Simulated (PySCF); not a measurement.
Cl₂Zn (SMILES [Cl][Zn][Cl]), singlet, at a GFN2-xTB geometry (such geometries of metal compounds can be far from the true shape). Base run: WB97X/def2-SVP (PySCF).

Input for PySCF:
```python
from pyscf import gto, scf, dft

mol = gto.M(
    atom='''
Zn    0.10825094    0.38059368    0.21210131
Cl    1.30904056   -0.00597581   -1.49586408
Cl   -1.50007163   -0.66566009    1.12156766
''',
    basis='def2-svp',
    verbose=3,
)

mf = dft.RKS(mol)
mf.xc = 'wb97x'
mf.kernel()
mf.analyze()
```

Each row names what was changed in the base input (with any setting that the change needs).

```csv
change,ΔE vs base (mEh),grid points,electrons on the grid
base,0.000,58400,64.00000
grids.radi_method = mura_knowles,0.014,53528,64.00000
grids.radi_method = gauss_chebyshev,-0.014,57176,64.00000
grids.level = 7,0.004,258264,64.00000
grids.level = 4,-0.002,87760,64.00000
grids.prune = off,0.000,108504,64.00000
grids.level = 0,117.4,5672,63.98572
"grids.atom_grid = (99, 590)",0.009,88440,64.00000
small_rho_cutoff = 0,0.000,58400,64.00000
"grids.atom_grid = (75, 302)",0.045,40344,64.00000
grids.becke_scheme = stratmann,0.003,58400,64.00000
```
